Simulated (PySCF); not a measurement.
Polarisability and C₆ of Ar(2+) (argon, charge +2)

[Ne] 3s2 3p4, high-spin 3P determinant. Calculation: PySCF 2.14, in aug-cc-pV(D+d)Z; the non-relativistic Hamiltonian (point nucleus). Coupled (time-dependent) response in atomic units; α is the mean over directions.

| method | mean α (bohr³) | α xx, yy, zz | C₆ (like pair) | S(−4) |
| --- | --- | --- | --- | --- |
| UHF | 4.808 | 4.856, 4.712, 4.856 | 17.00 | 5.535 |
| PBE | 4.813 | 4.829, 4.781, 4.829 | 16.99 | 5.513 |
| PBE0 | 4.793 | 4.818, 4.741, 4.818 | 16.90 | 5.458 |
| M06-2X | 4.850 | 4.908, 4.734, 4.908 | 16.82 | 6.041 |
| wB97X | 4.781 | 4.804, 4.735, 4.804 | 16.84 | 5.415 |

S(−4) is the Cauchy moment in α(ω) = α(0) + S(−4) ω² + …

α(iu) at M06-2X:

```json
{"u (hartree)": "0", "α(iu) (bohr³)": "4.850"}
{"u (hartree)": "0.0500", "α(iu) (bohr³)": "4.835"}
{"u (hartree)": "0.100", "α(iu) (bohr³)": "4.791"}
{"u (hartree)": "0.200", "α(iu) (bohr³)": "4.623"}
{"u (hartree)": "0.300", "α(iu) (bohr³)": "4.375"}
{"u (hartree)": "0.500", "α(iu) (bohr³)": "3.753"}
{"u (hartree)": "0.750", "α(iu) (bohr³)": "2.962"}
{"u (hartree)": "1.00", "α(iu) (bohr³)": "2.301"}
{"u (hartree)": "1.50", "α(iu) (bohr³)": "1.423"}
{"u (hartree)": "2.00", "α(iu) (bohr³)": "0.9407"}
{"u (hartree)": "3.00", "α(iu) (bohr³)": "0.4934"}
{"u (hartree)": "5.00", "α(iu) (bohr³)": "0.2128"}
```

A single London oscillator, α(iu) = α/(1 + u²/ω²), gives C₆ = (3/4) ω α². Matching the computed C₆ needs ω = 4 × 16.82 / (3 × 4.850²) = 0.953 hartree.

For an ion, C₆ is the dispersion term alone; charge-induced terms of lower order in 1/R come first.

The components differ because the open shell of this determinant is not spherical; for a pure term their mean is the scalar polarisability.
